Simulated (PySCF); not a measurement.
H$_{3}$AsF$_{2}$OSi (SMILES O[Si](F)(F)[AsH2]), singlet, at a GFN2-xTB geometry. Base run: HF/6-31G run with PySCF.

PySCF was given this input:
```python
from pyscf import gto, scf, solvent

mol = gto.Mole()
mol.atom = '''
    O    -1.18046644    1.71359913   -0.22047765
    Si   -0.79410617    0.16229506   -0.05507743
    F    -1.50303872   -0.66550527   -1.23869964
    F    -1.62116500   -0.43509076    1.18917118
    As    1.43444849   -0.28857800    0.10511148
    H    -2.08859931    2.00427760   -0.29539114
    H     1.68697786    0.93546871    0.93758555
    H     1.74387264    0.50776778   -1.13021211
'''
mol.basis = '6-31g'
mol.verbose = 4
mol.build()

mf = scf.RHF(mol)
mf.kernel()
```

Variants of this job, named by their change:

| change | ΔE vs base (kcal/mol) | dipole (D) | HOMO-LUMO gap (eV) |
|---|---|---|---|
| base | 0.000 | 2.46 | 14.02 |
| model = IEF-PCM; solvent = dimethylsulfoxide; vdw_scale = 1.0 | [?] | [?] | [?] |
| model = IEF-PCM; solvent = dimethylsulfoxide; vdw_scale = 1.1 | -17.00 | 3.01 | 14.17 |
| model = IEF-PCM; solvent = dimethylsulfoxide | -11.75 | 2.94 | 14.13 |
| model = IEF-PCM; solvent = 2-propanol | -11.19 | 2.92 | 14.13 |
| model = C-PCM; solvent = dimethylsulfoxide | [?] | 2.94 | 14.14 |
| model = SS(V)PE; solvent = dimethylsulfoxide | -11.66 | 2.93 | 14.13 |
| model = IEF-PCM; solvent = acetonitrile | -11.62 | 2.94 | 14.13 |
| model = IEF-PCM; solvent = dimethylsulfoxide; lebedev_order = 41 | [?] | 2.94 | 14.14 |
| model = COSMO; solvent = dimethylsulfoxide | -11.75 | 2.94 | 14.14 |
| model = ddCOSMO; solvent = dimethylsulfoxide | -9.75 | 2.79 | 14.13 |
| model = IEF-PCM; solvent = dimethylsulfoxide; r_probe = 0.5 | -4.26 | 2.74 | 14.06 |

Question: Complete the blanks.

Answer: 
- model = IEF-PCM; solvent = dimethylsulfoxide; vdw_scale = 1.0, ΔE vs base (kcal/mol): -25.51
- model = IEF-PCM; solvent = dimethylsulfoxide; vdw_scale = 1.0, dipole (D): 3.05
- model = IEF-PCM; solvent = dimethylsulfoxide; vdw_scale = 1.0, HOMO-LUMO gap (eV): 14.19
- model = C-PCM; solvent = dimethylsulfoxide, ΔE vs base (kcal/mol): -11.88
- model = IEF-PCM; solvent = dimethylsulfoxide; lebedev_order = 41, ΔE vs base (kcal/mol): -11.80

The base is the gas phase, so ΔE is the electrostatic part of solvation at a fixed geometry, without cavity and dispersion terms.
